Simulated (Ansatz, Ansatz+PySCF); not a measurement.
```yaml
atoms:
  - { symbol: Ti, position_ang: [0.0000, 0.0000, -0.3888] }
  - { symbol: O, position_ang: [0.0000, 1.3256, 0.5346] }
  - { symbol: O, position_ang: [0.0000, -1.3256, 0.5346] }
```

Basis set: def2-SVP (spherical functions). Left uncorrelated: 7 orbitals. Charge 0, multiplicity 1.

Computed with Ansatz (development build ahead of 0.2.0); each method stands on the lowest determinant of its kind that the runs found. Restricted open shells among the atoms or ions are ROHF, correlated in semicanonical orbitals with singles. Restricted functionals stand beside restricted open-shell atoms, which can lie above the unrestricted atoms usual in DFT and then raise those values.

The atomization energy at this shape (free ground-state atoms in the same class of orbitals less the molecule, no zero-point energy) of singlet TiO2:

| method | atomization energy |
| --- | --- |
| ωB97X (unrestricted) | 295.27 kcal/mol |
| ωB97X (restricted) | 299.15 kcal/mol |
| r²SCAN (restricted) | 332.60 kcal/mol |
| r²SCAN (unrestricted) | 326.32 kcal/mol |
| PBE (unrestricted) | 350.30 kcal/mol |
| PBE (restricted) | 353.56 kcal/mol |
| PBE0 (restricted) | 300.88 kcal/mol |
| PBE0 (unrestricted) | 297.43 kcal/mol |
| RHF-MP2 | 317.64 kcal/mol |
| RHF-CCSD(T) | 275.57 kcal/mol |
| RHF | 92.04 kcal/mol |
| UHF | 83.78 kcal/mol |

**Question.** What does RHF-CCSD give?

**Answer.** 248.42 kcal/mol. Caution: other spin multiplicities were not run. Caution for r²SCAN (unrestricted), PBE (unrestricted): a free atom is spin contaminated. Caution for RHF-MP2, RHF-CCSD(T), RHF-CCSD: large share of triples, a single reference is doubtful.
